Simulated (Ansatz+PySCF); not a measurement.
Values are calculated unless marked as measured or tabulated.
Input for Ansatz (development build ahead of 0.2.0):

```yaml
crystal:
  periodic: [false, false, false]
  atoms:
    - { symbol: Mg, position_ang: [-0.86196, -0.86196, -0.86196] }
    - { symbol: O, position_ang: [-0.93745, -0.93745, 0.93745] }
    - { symbol: O, position_ang: [-0.93745, 0.93745, -0.93745] }
    - { symbol: Mg, position_ang: [-0.86196, 0.86196, 0.86196] }
    - { symbol: O, position_ang: [0.93745, -0.93745, -0.93745] }
    - { symbol: Mg, position_ang: [0.86196, -0.86196, 0.86196] }
    - { symbol: Mg, position_ang: [0.86196, 0.86196, -0.86196] }
    - { symbol: O, position_ang: [0.93745, 0.93745, 0.93745] }
basis:
  gaussian: { orbitals: def2-SVP }
magnetization:
  spin_polarized: true
hamiltonian:
  xc: hf
scf:
  omitted_lower_state_checks: [starts, atomic_configurations, cluster_reference, orbital_swaps, given_window_search, neighbouring_geometries, increment]
```

The input is written out in the form of the current development build from the run's settings.

Results

* Converged: yes
* Total energy: -1097.58966 hartree
* Spin squared of the determinant: 0.000
* Stability test: minimum
